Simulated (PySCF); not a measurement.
Shapes and spin states of IrSe₂

Method: PBE in PySCF with Ir def2-SVP with ECP60, Se def2-SVP; scalar-relativistic core potentials, no spin–orbit coupling; density-fitted integrals.

Relaxations began from a few typed shapes and spin states; open shells are unrestricted. The search is not exhaustive: other isomers or separated fragments can lie lower, and high-lying points may rest on an excited occupation.

```csv
spin,group,bonds,angles,imaginary modes (cm⁻¹),ΔE (kJ/mol),ΔE with ZPE (kJ/mol)
doublet,C2v,Ir–Se 2.211 Å (×2),Se–Ir–Se 126.5°,none,0.0,0.0
quartet,C2v,Ir–Se 2.239 Å (×2),Se–Ir–Se 111.2°,none,11.6,11.6
doublet,D∞h,Ir–Se 2.252 Å (×2),Se–Ir–Se 180.0°,"57i, 57i",39.2,–
quartet,C2v,"Ir–Se 2.301 Å (×2), Se–Se 2.766 Å","Ir–Se–Se 53.1° (×2), Se–Ir–Se 73.9°",none,89.5,88.8
doublet,Cs,"Ir–Se 2.224 Å, Se–Se 2.242 Å",Ir–Se–Se 112.0°,none,145.5,145.3
sextet,C2v,"Ir–Se 2.517 Å (×2), Se–Se 2.372 Å","Ir–Se–Se 61.9° (×2), Se–Ir–Se 56.2°",none,239.7,238.7
```

The lowest minimum found is the doublet C2v: Ir–Se 2.211 Å (×2); Se–Ir–Se 126.5°.

Formally Ir is in oxidation state +4, d5, with 1 unpaired electron (the high-spin count would be 5). The Mulliken spin on Ir is 0.60. The polar-tensor charge on Ir, 0.40, is far below the formal one.

For the lowest minimum: other spin states or occupations of the open shell can lie lower. Spin–orbit coupling, left out here, can matter for elements this heavy.

The electron or spin density has lower symmetry than the nuclear frame for the doublet D∞h at 39.2 kJ/mol.
